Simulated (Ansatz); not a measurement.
One elementary step

Start structure (GePH$_{7}$, closed shell), relaxed at PBE0-D4/def2-TZVP:

```csv
atom,x (Å),y (Å),z (Å)
Ge1,-1.4803,0.9530,-0.7128
H2,-0.9834,-0.4260,-1.1715
H3,-2.6561,1.3801,-1.6056
H4,-1.9490,0.8718,0.7447
H5,-0.3450,1.9756,-0.8408
H6,1.0123,-2.0457,1.0207
P7,1.5285,-0.7237,1.0066
H8,2.6654,-1.0697,1.7835
H9,2.2078,-0.9153,-0.2248
```

The step: GeH₄ + PH₃ → GePH₅ ([PH2][GeH3]) + H₂; bonds formed: Ge1–P7, H2–H6; bonds broken: Ge1–H2, H6–P7. Computed with Ansatz 0.2.0 (basis: def2-TZVPP and def2-QZVPP); correlated methods freeze the cores. Filled d shells of the heavier atoms are correlated. The def2 sets are not built for correlating such inner shells, so the correlated values are less sure here. Extrapolation: Hartree–Fock as exp(−7.88 √X), correlation as X^−2.97. Energies below are by CCSD(T) at an estimated basis limit (MP2 extrapolated from triple and quadruple zeta, plus CCSD(T) − MP2 in triple zeta).

(1) What are the electronic barrier and the energy of the step, from the start structure to the end structure? (To be estimated.)

The T1 diagnostic stays at or below 0.013.

Results:

(1) By the calculation: Barrier 2.785 eV; step energy -0.013 eV (downhill); reverse barrier, their difference, 2.798 eV. Barrier and step energy count from the start structure, the reverse barrier from the end structure.

The saddle point: One imaginary mode of 1484i cm⁻¹.
```tsv
pair	start (Å)	saddle (Å)	end (Å)
Ge1–P7	3.85	2.61	2.32
H2–H6	3.38	1.07	0.75
Ge1–H2	1.54	1.87	3.70
H6–P7	1.42	1.62	3.31
```

Zero-point energy (harmonic, PBE0-D4): ZPE is 1.486 eV at the start and 1.438 eV at the saddle, so the barrier goes from 2.785 to 2.738 eV.

Labels in which every atom is bracketed show which atoms are joined, not bond orders.

For scale, one of the runs: CCSD(T)/def2-TZVPP, 188 basis functions, launched by `ansatz run in.yaml --threads 2 --pin off --events-out ev --progress --plain --max-ram 4352MiB`. Hardware: 2 CPU threads of an Arm Neoverse V1, shared host. Wall time 53 s; peak host memory 1.9 GiB.
